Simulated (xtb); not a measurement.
SiHFCl₂, SMILES F[SiH](Cl)Cl. All values are semi-empirical tight-binding results from xtb (GFN2-xTB unless named), good for trends rather than for accurate numbers. Geometry optimised at GFN2-xTB.

Computed properties:
```json
{
 "point_group_as_xtb_finds_it": "Cs",
 "orbital_gap": "6.76 eV",
 "dipole_moment": "1.43 D",
 "zero_point_energy": "8.8 kcal/mol",
 "G − E(el) at 298.15 K (modified RRHO)": "-10.1 kcal/mol",
 "static polarisability (D4 model)": "61.7 bohr³",
 "solvation energy, GFN2-xTB/ALPB(water)": "0.1 kcal/mol",
 "solvation energy, GFN2-xTB/ALPB(acetonitrile)": "-1.6 kcal/mol"
}
```
